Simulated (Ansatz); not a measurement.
Breaking the Ge1–Cl3 bond in ClGeH (SMILES [Cl][GeH]) (multiplicity 1 held, fragments rigid). Energies count from the point at 2.207 Å.
Geometry at that point (charge 0, multiplicity 1):
| atom | x (Å) | y (Å) | z (Å) |
|---|---|---|---|
| Ge | 0.5286 | -0.1625 | 0.5049 |
| H | 1.6204 | -0.3833 | -0.6516 |
| Cl | -1.0904 | 0.3284 | -0.9121 |

R- and RO- levels are restricted; in cc, def2 and unpolarised 6-31G sets they are followed outwards from rest. Active spaces are followed from a long bond inwards. Curves can end on different states.

Frozen-core correlation. Filled d and f shells under p-block atoms count as core.

Codes used: Ansatz (Gaussian orbitals). Each number belongs to the level named beside it.

Energies in eV.

```csv
R (Å),R-HF/def2-TZVPP,R-B3LYP/def2-TZVPP,R-MP2/def2-TZVPP,"FIC-MRCISD on CASSCF(6,4)/def2-TZVPP","FIC-MRCISD+Q on CASSCF(6,4)/def2-TZVPP"
1.765,2.64,2.62,2.60,2.61,2.65
1.986,0.42,0.45,0.41,0.41,0.43
2.207,0.00,0.00,0.00,0.00,0.00
2.427,0.29,0.23,0.31,0.28,0.29
2.648,0.82,0.72,0.88,0.82,0.83
2.979,1.71,1.52,1.81,1.69,1.71
3.310,2.50,2.23,2.64,2.46,2.48
3.862,3.55,3.12,3.73,3.37,3.41
4.414,4.30,3.69,4.51,3.78,3.83
5.076,4.94,4.09,5.11,3.89,3.95
5.958,5.47,4.36,5.50,3.92,3.98
7.062,5.86,4.52,5.55,3.92,3.99
```

Doubts at one or more of the structures used: a restricted determinant that unrestricted orbitals would lower (R-HF/def2-TZVPP, R-B3LYP/def2-TZVPP, R-MP2/def2-TZVPP); active orbitals that take no part (FIC-MRCISD on CASSCF(6,4)/def2-TZVPP, FIC-MRCISD+Q on CASSCF(6,4)/def2-TZVPP).

Ansatz is a program for electronic structure.
